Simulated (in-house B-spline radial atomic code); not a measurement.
One electron outside the [Ar] 3d10 core: Nd XXXII (Nd31+)

Computed with an all-electron radial atomic-structure program (B-spline basis), no-pair Dirac-Coulomb Hamiltonian, finite nucleus. Rungs: frozen-core Dirac-Hartree-Fock (DHF); Brueckner orbitals from the second-order correlation potential; the same with the Coulomb interaction screened by the core and the hole-particle interaction summed; Breit and QED terms from differences of relaxed Dirac-Fock atoms, where computed. Partial waves beyond l = 6 are extrapolated. The tables show a selection of states; those near core-excited levels, with erratic corrections or far from their DHF start are never shown.

Command:
```bash
python run_mb.py task.json out
```
Settings (nuclear radius in fm, box in bohr, cutoff in hartree):
```
basis_form          2
Z                   60
core_configuration  [Ar] 3d10
rms_radius          4.9123
mass_number         142
speed_of_light      137.036
box_radius          6.6
lmax                6
intervals           60
virtual_cutoff      7200.0
```

Time taken, with all properties: 90 s on 1 thread of Arm Neoverse V1 (shared host).

Removal energies (eV):

```json
{"state": "4s1/2", "DHF": "1237.96", "second order": "1239.75", "screened": "1239.65", "Breit + QED": "-1.27", "final": "1238.38"}
{"state": "4p1/2", "DHF": "1172.21", "second order": "1174.05", "screened": "1173.95", "Breit + QED": "-1.14", "final": "1172.81"}
{"state": "4p3/2", "DHF": "1139.08", "second order": "1140.76", "screened": "1140.67", "Breit + QED": "-0.755", "final": "1139.92"}
{"state": "4d3/2", "DHF": "1033.54", "second order": "?", "screened": "?", "Breit + QED": "?", "final": "?"}
{"state": "4d5/2", "DHF": "1026.63", "second order": "1028.39", "screened": "1028.3", "Breit + QED": "-0.278", "final": "1028.02"}
{"state": "4f5/2", "DHF": "913.935", "second order": "?", "screened": "?", "Breit + QED": "?", "final": "?"}
{"state": "4f7/2", "DHF": "912.597", "second order": "914.242", "screened": "914.19", "Breit + QED": "-", "final": "-"}
{"state": "5s1/2", "DHF": "730.668", "second order": "731.553", "screened": "731.483", "Breit + QED": "-0.567", "final": "730.915"}
{"state": "5p1/2", "DHF": "699.442", "second order": "700.361", "screened": "700.289", "Breit + QED": "-0.515", "final": "699.774"}
{"state": "5p3/2", "DHF": "684.253", "second order": "685.114", "screened": "685.048", "Breit + QED": "-0.344", "final": "684.705"}
```

Question: What does correlation do to 4f5/2?

Answer: It adds 1.687 eV to the removal energy in second order and 1.633 eV with screening, giving 915.569 eV before Breit and QED terms, which weren't computed for this state.

Question: What does correlation do to 4d3/2?

Answer: It adds 1.825 eV to the removal energy in second order and 1.733 eV with screening; Breit and QED add -0.451 eV, for a final 1034.82 eV.

Question: How does the lowest state compare with the NIST ionisation energy?

Answer: 4s1/2 is bound by 1238.4 eV, without recoil; NIST lists 1238.42 ± 0.17 eV (semi-empirical), a difference of -0.044 eV.

Electric-dipole lines from 4s1/2 (reduced matrix elements in atomic units, length form, static core polarisation, sign of DHF taken positive):

```csv
upper,DHF,+ core polarisation,+ Brueckner,λ (nm),A (s⁻¹)
4p1/2,0.4359,0.4195,0.4189,18.911,2.63e+10
4p3/2,0.625,0.602,0.6012,12.592,9.17e+10
```

Magnetic hyperfine constants per unit nuclear g factor (MHz, nucleus as a uniformly magnetised ball; they apply to isotopes with nuclear spin):

```csv
state,DHF,+ core polarisation,+ Brueckner
4s1/2,567400,591300,595000
4p1/2,174900,182800,184000
4p3/2,24730,25410,25590
5s1/2,256500,266100,267100
5p1/2,80230,83460,83800
5p3/2,11470,11640,11690
```
